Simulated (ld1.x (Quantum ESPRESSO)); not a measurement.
**Rb, TM: configuration errors across variants**

ld1.x (Quantum ESPRESSO) 7.5 input, shortened:

```
&input
   title='Rb', zed=37., rel=1, dft='PZ', iswitch=3,
   config='[Kr] 4d-2 4f-2 5s1 5p0'
 /
 &inputp
   pseudotype=2, tm=.true., lloc=2,
   nlcc=.false.
 /
4
4S  1  0   2.00   0.00  2.10  2.10  0.0
4P  2  1   6.00   0.00  1.65  1.65  0.0
4F  4  3  -2.00  -0.20  1.90  1.90  0.0
4D  3  2  -2.00   0.05  2.30  2.30  0.0
 &test
   configts(1)='4s2 4p6 5s1 5p0'
 /
```

Occupied shells without a wave of their own: 5s. They enter only through the test configuration that unscreens the potential.

All-electron excitation energies from the reference (eV): (1) 4s2 4p6 5s0 5p0 4.277; (2) 4s2 4p6 5s0.5 5p0 1.659; (3) 4s2 4p6 5s0 5p1 1.620; (4) 4s2 4p5 5s1 5p0 21.238; (5) 4s1 4p6 5s1 5p0 37.836; (6) 4s2 4p6 5s1 5p0 spin -0.125; (7) 4s2 4p6 5s0.5 5p0 spin 1.616.

Spin tests fill each open shell by Hund’s rule, majority spin first.

On the changes marked as counting shells twice: ld1.x takes every shell without a wave as core, so the model core holds the marked electrons as well and exchange and correlation see them twice. This cancels in the reference configuration, but the file is broken for other ones, and its errors say nothing about a proper core correction.

Tests that are not counted but printed errors over 1 eV. “local potential the s channel”: 4s2 4p6 5s0 5p1 (solver errors, printed error -651 eV).

1 further variants failed, have other tests or another functional or relativity, and are left out.

Errors AE − PS in meV (a dash: test not solved or not reliable):

```tsv
change	(1)	(2)	(3)	(4)	(5)	(6)	(7)	bound ghosts
base	-27	-10	-22	+17	-46	+0.4	-10	none
wave 4f channel at -0.2 Ry: rc 1.90 bohr becomes 4f channel at 0.99 Ry: rc 1.90 bohr	-27	-10	-22	+17	-46	+0.4	-10	none
wave 4s (bound): rc 2.10 bohr becomes 4s (bound): rc 2.46 bohr	-129	-49	-92	+54	-64	+1.0	-49	none
local potential the s channel	-304	-118	–	+98	+97	+1.6	-118	none
wave 4d channel at 0.05 Ry: rc 2.30 bohr becomes 4d channel at 0.05 Ry: rc 2.10 bohr	-25	-9.5	-20	+15	-51	+0.4	-9.3	none
all radii scaled by about 1.39 (s 2.92, p 2.28, d 3.20, f 2.64 bohr)	-396	-150	-272	+141	+29	+1.7	-150	none
wave 4p (bound): rc 1.65 bohr becomes 4p (bound): rc 2.04 bohr	-27	-10	-21	+16	-30	+0.3	-10	none
wave 4f channel at -0.2 Ry: rc 1.90 bohr becomes 4f channel at -0.2 Ry: rc 2.60 bohr	-27	-10	-22	+17	-46	+0.4	-10	none
core correction a·sin(br)/r model core inside 1.86 bohr (5s counted twice)	-250	-50	-65	-11	-76	-37	-66	none
wave 4d channel at 0.05 Ry: rc 2.30 bohr becomes 4d channel at 0.05 Ry: rc 2.60 bohr	-34	-13	-27	+24	-35	+0.3	-13	none
```

Give the same row for: type RRKJ; local potential the s channel; rho0 0.02.

-304, -118, –, +99, +88, +1.7, -118; bound ghosts: none. Not counted: 4s2 4p6 5s0 5p1 (pseudo-atom not self-consistent, printed error +48.5 eV).
